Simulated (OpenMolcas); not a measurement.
What dynamic correlation does to the levels of Xe V

| Property | Result |
| --- | --- |
| Program | OpenMolcas 26.06 |
| Basis | ANO-RCC-VDZP [6s5p3d1f] |
| Scalar Hamiltonian | DKH2, point nucleus |
| Active space | 2 electrons in 3 orbitals (5p) |
| State averaging | 2S+1 = 3 even, 3 roots; 2S+1 = 1 even, 6 roots |
| Spin-orbit coupling | state interaction with AMFI integrals over the reference wave functions, term energies averaged over their components |

Methods on the same reference wave functions:
A. CASSCF
B. SS-CASPT2, IPEA 0.25 Eh, imaginary shift 0.1 Eh (closed shells correlated: 4d 5s)

Energies in cm⁻¹ above 5s² 5p² ³P₀, the measured ground level; measured values from Saloman, J. Phys. Chem. Ref. Data 33, 765 (2004).

```csv
Level,A,B,Measured
5s² 5p² ³P₀,0.0,0.0,0.0
5s² 5p² ³P₁,8880,9200,9292
5s² 5p² ³P₂ [73 %],14702,14720,14127
5s² 5p² ¹D₂ [73 %],30503,29950,28411
5s² 5p² ¹S₀,49911,46820,44470
```

Deviations, from unrounded energies. A percentage is the sum of absolute deviations over the sum of measured energies, with the sign that they share, or ± where signs differ.

| Against measurement | Levels | A | B |
| --- | --- | --- | --- |
| mean absolute deviation (cm-1) | 4 | 2100 | 1100 |
| fine structure of the ground term (%) | 2 | ±4.2 | ±2.9 |
| other terms of the ground configuration (%) | 2 | +10.3 | +5.3 |

B lies closest to measurement on these levels. The largest miss of B in the table is 5s² 5p² ¹S₀, by +2400 cm-1. The ranking rests on the paired levels alone, and a cruder setting can come out closer through cancelling errors.

From A to B the spin-free energies of the other terms of 5s² 5p² shown, above ³P, scale by factors of 0.88 to 0.91.

The lowest spin-free term lies below A's lowest term by 0.393 hartree in B.

Term energies are means over components that CASPT2 splits; among the terms shown or strongly mixed into the levels shown the widest spread is 91 cm-1 (5s² 5p² ¹D, B). With the s shell closed, the reference lacks s² → p² mixing. The basis is small and was not contracted for so high a charge. Measured partners are found by configuration, term and J. A level has none where our copy of the source lacks it or the pairing is in doubt (some pairs that miss far off the trend of their configuration count as doubtful), and it then counts in no deviation. Levels of configurations outside the active space are missing.

A share in square brackets marks a mixed level and gives the weight of the term that names it, the lowest over the columns.
